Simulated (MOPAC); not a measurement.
Job for MOPAC: PM3 on PSe, 2S+1 = 2, a spin state set in the input, which need not be the lowest, a point of a bond scan (R = 1.887 Å).

```
PM3 1SCF PRECISE CHARGE=0 UHF MS=0.5 THREADS=1
PSe

P      0.00000000 1     0.00000000 1     0.00000000 1
Se     0.00000000 1     0.00000000 1     1.88741800 1
```

Program output:

```
*******************************************************************************
 **                                                                           **
 **                              MOPAC v23.2.5                                **
 **                                                                           **
 *******************************************************************************
 ** MOPAC's Digital Object Identifier: https://doi.org/10.5281/zenodo.6511958 **
 **                                                                           **
 ** Please cite the open-source release paper for use of this MOPAC version:  **
 ** J. E. Moussa and J. J. P. Stewart (2026)                                  **
 ** MOPAC: An open-source semiempirical molecular orbital program             **
 ** J. Open Source Softw., 11(119), 8025, https://doi.org/10.21105/joss.08025 **
 *******************************************************************************

                              PM3 CALCULATION RESULTS

 *******************************************************************************
 *  PM3        - The PM3 Hamiltonian to be used
 *  UHF        - UNRESTRICTED HARTREE-FOCK CALCULATION
 *
 *
 *
 *                 CHARGE ON SYSTEM = 0
 *
 *
 *
 *  MS=        - IN MECI, MAGNETIC COMPONENT OF SPIN =  0.5
 *  PRECISE    - TIGHTER CRITERIA TO BE USED
 *  1SCF       - DO 1 SCF AND THEN STOP
 *  THREADS=1  - MULTI-THREADING NOT USED
 *  T=         - A TIME OF 172800.0 SECONDS REQUESTED
 *  DUMP=N     - RESTART FILE WRITTEN EVERY 7200.0 SECONDS REQUESTED
 *******************************************************************************
PM3 1SCF PRECISE CHARGE=0 UHF MS=0.5 THREADS=1
 PSe

   ATOM   CHEMICAL          X               Y               Z
  NUMBER   SYMBOL      (ANGSTROMS)     (ANGSTROMS)     (ANGSTROMS)

     1       P          0.00000000  *   0.00000000  *   0.00000000  *
     2      Se          0.00000000  *   0.00000000  *   1.88741800  *



          CARTESIAN COORDINATES

    NO.       ATOM           X           Y           Z

     1         P          0.0000      0.0000      0.0000
     2        Se          0.0000      0.0000      1.8874

  P: (PM3): J. J. P. STEWART, J. COMP. CHEM. 10, 209 (1989).
 Se: (PM3): J. J. P. STEWART, J. COMP. CHEM. 12, 320-341 (1991).

           Empirical Formula: P Se  =     2 atoms



      MOLECULAR POINT GROUP   :   C*v


          UHF CALCULATION, NO. OF ALPHA ELECTRONS =    6
                           NO. OF BETA  ELECTRONS =    5

 -------------------------------------------------------------------------------
 PM3 1SCF PRECISE CHARGE=0 UHF MS=0.5 THREADS=1
 PSe



     1SCF WAS SPECIFIED, SO BFGS WAS NOT USED
     SCF FIELD WAS ACHIEVED


                              PM3 CALCULATION
                                                       MOPAC v23.2.5 Linux




          FINAL HEAT OF FORMATION =         45.88387 KCAL/MOL =     191.97813 KJ/MOL


          COSMO AREA              =         84.41 SQUARE ANGSTROMS
          COSMO VOLUME            =         69.12 CUBIC ANGSTROMS

          IONIZATION POTENTIAL    =          9.111183 EV
          ALPHA SOMO LUMO (EV)    =         -9.111 -2.911
          BETA  SOMO LUMO (EV)    =         -9.718 -2.137
          NO. OF ALPHA ELECTRONS  =          6
          NO. OF BETA  ELECTRONS  =          5
          MOLECULAR WEIGHT        =        109.9338         POINT GROUP:  C*v

          MOLECULAR DIMENSIONS (Angstroms)

            Atom       Atom       Distance
           Se     2    P     1     1.88742
           Se     2    P     1     0.00000
            P     1   Se     2     0.00000


          SCF CALCULATIONS        =          1





   ATOM   CHEMICAL          X               Y               Z
  NUMBER   SYMBOL      (ANGSTROMS)     (ANGSTROMS)     (ANGSTROMS)

     1       P          0.00000000  *   0.00000000  *   0.00000000  *
     2      Se          0.00000000  *   0.00000000  *   1.88741800  *

                             CARTESIAN COORDINATES

   1    P        0.000000000     0.000000000     0.000000000
   2   Se        0.000000000     0.000000000     1.887418000


           Empirical Formula: P Se  =     2 atoms



      MOLECULAR POINT GROUP   :   C*v


          ALPHA EIGENVALUES
 -24.74921 -17.69221 -12.56950 -12.56950 -10.94765  -9.11118  -2.91115  -2.91115


           BETA EIGENVALUES
 -24.30432 -13.68693 -10.60267 -10.60267  -9.71761  -2.13745  -2.13745  -0.46266


              NET ATOMIC CHARGES AND DIPOLE CONTRIBUTIONS

  ATOM NO.   TYPE          CHARGE      No. of ELECS.   s-Pop       p-Pop
    1          P          -0.044719        5.0447     1.93026     3.11446
    2         Se           0.044719        5.9553     1.90210     4.05318
 DIPOLE           X         Y         Z       TOTAL
 POINT-CHG.     0.000     0.000     0.405     0.405
 HYBRID        -0.000     0.000    -0.222     0.222
 SUM           -0.000     0.000     0.183     0.183


          ATOMIC ORBITAL ELECTRON POPULATIONS

     Atom    s        px        py        pz
    1  P   1.93026   0.70883   0.70883   1.69680
    2 Se   1.90210   1.29117   1.29117   1.47084


                    (SZ)    =    0.500000
                    (S**2)  =    1.234863


          ATOMIC ORBITAL SPIN POPULATIONS

    Atom   Total    s     px     py     pz
         Atomic
    1  P -0.5551  0.070 -0.464 -0.464  0.303
    2 Se  1.5551  0.098  0.464  0.464  0.529

 **********************
 *                    *
 * JOB ENDED NORMALLY *
 *                    *
 **********************




 == MOPAC DONE ==
```

The run finished. Its determinant has ⟨S²⟩ = 1.23, a mixture of spin states.

Cost: very roughly 0.010 core-seconds.
